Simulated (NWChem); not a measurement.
Species: CH3Mg cation; SMILES [CH3][Mg+]

Results from NWChem. Structure relaxed at the B3LYP/6-31G* (spherical d) level. Total energies compare along this basis series because the functional is fixed.

```csv
level,basis functions,energy (Ha),highest occupied level (eV),orbital gap (eV)
PBE0/pcseg-1,39,-239.5187,-13.08,4.60
PBE0/aug-pcseg-1,64,-239.5232,-13.00,4.55
PBE0/pcseg-2,91,-239.5648,-12.97,4.52
PBE0/STO-3G,17,-236.6666,-11.01,5.90
PBE0/def2-SVP,47,-239.4407,-13.02,[?]
```

Some entries are withheld; supply them.


- PBE0/def2-SVP, orbital gap (eV): 4.48
